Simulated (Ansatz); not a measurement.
A trace of molecular dynamics of CH4AlBSi (8 atoms, charge 0, multiplicity 1).

Computed with Ansatz, RKS LDA/6-31G.

```
ensemble                      : NVE (velocity Verlet)
starting velocities drawn for : 300 K
seed                          : 9083
```

| time (fs) | T (K) | potential energy less start (eV) | conserved less start (meV/atom) |
| --- | --- | --- | --- |
| 0.0 | 300 | 0.000 | 0.00 |
| 4.0 | 206 | 0.074 | 0.13 |
| 8.0 | 140 | 0.125 | 0.18 |
| 12.0 | 165 | 0.105 | 0.12 |
| 16.0 | 373 | -0.056 | 0.10 |
| 20.0 | 1260 | -0.744 | 0.02 |
| 24.0 | 818 | -0.391 | 1.33 |
| 28.0 | 1498 | -0.929 | 0.03 |
| 32.0 | 1244 | -0.731 | 0.19 |
| 36.0 | 1535 | -0.966 | -1.09 |
| 40.0 | 1768 | -1.140 | -0.16 |
| 44.0 | 968 | -0.515 | 0.31 |
| 48.0 | 1793 | -1.172 | -1.78 |
| 52.0 | 1961 | -1.295 | -0.83 |
| 56.0 | 762 | -0.356 | 0.38 |
| 60.0 | 2086 | -1.396 | -1.40 |
| 64.0 | 1689 | -1.091 | -1.69 |
| 68.0 | 566 | -0.203 | 0.36 |
| 72.0 | 1626 | -1.031 | -0.35 |
| 76.0 | 932 | -0.488 | 0.27 |
| 80.0 | 774 | -0.366 | 0.26 |
| 84.0 | 1155 | -0.662 | 0.14 |
| 88.0 | 535 | -0.170 | 1.49 |
| 92.0 | 1005 | -0.546 | 0.10 |
| 96.0 | 1365 | -0.826 | 0.00 |
| 100.0 | 974 | -0.515 | 1.05 |

Task: Can this run be trusted? Judge the integration.

Result: The conserved energy stayed within 2.2 meV per atom of its start (net change 1 meV per atom), so the integration is sound. The system heated up, since it started high on the potential surface and ran downhill. A run of 0.1 ps of so small a system gives no equilibrium averages. The orbitals stay closed-shell, which can raise the energy where a bond breaks towards radicals; this wasn't checked here. Limits of this set-up: no polarisation functions. The time step was 0.5 fs.

Run time: 5.7 min on 1 thread of Arm Neoverse V1, on a shared host, peak memory 0.22 GiB.
